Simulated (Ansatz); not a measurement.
Program: Ansatz. Geometries: PBE0-D4/def2-TZVP. ΔE: electronic, gas phase. CBS: MP2 limit from def2 TZ/QZ plus the TZ coupled-cluster correction, frozen cores. Functionals use def2-TZVPP. For Zn outer-core shells are correlated without core-valence functions, which leaves a few kJ/mol of doubt a bond. Scalar relativity is left out up to krypton. Each species was taken in one conformer, which may not be the lowest.

Reaction (redistribution): `FBC[SiH3]` + `C[O][Zn][F]` → `COBF` + `[F][Zn][CH2][SiH3]`

Problem. Is it downhill or uphill in electronic energy at CCSD(T)/CBS, and by how much? (Best estimate.)

Solution. Ansatz gave: Downhill: ΔE = -115.5 kJ/mol.

Problem. What do these levels give: PBE0-D4, r2SCAN, PBE0, HF/def2-QZVPP, MP2/def2-QZVPP, CCSD/CBS(def2)? (Estimate.)

Solution. The calculation gave: PBE0-D4 -120.3, r2SCAN -118.6, PBE0 -120.3, HF/def2-QZVPP -108.8, MP2/def2-QZVPP -117.9, CCSD/CBS(def2) -113.9 kJ/mol.

Largest T1 diagnostic among the species: 0.017.

In def2-TZVPP, CCSD(T) changes the Hartree–Fock value by −5.9 kJ/mol (the triples alone add −1.5 kJ/mol) and MP2 by −8.4 kJ/mol.
